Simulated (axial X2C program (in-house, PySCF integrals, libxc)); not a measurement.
## A run on TiOH⁻ without results

A two-component calculation with an axial X2C code built on PySCF integrals.

Input and command:
```json
{"zs": [22, 8, 1], "q": -1, "bas": ["dyall-v3z", "dyall-av3z", "dyall-v3z"], "r0": [1.99, 0.96], "symm": 0, "scan": ["PBE0", "HF", "TPSSh"], "levels": ["PBE0", "HF", "PBE"], "nst": 2}
```
```bash
python solin.py task.json out
```

Keys: zs atomic numbers; q charge; bas basis sets; r0 starting distance in Å; symm equal bonds; scan levels of the two-bond scan; levels methods; nst determinants followed.

Outcome:

The PBE0 geometry search stopped without converging.
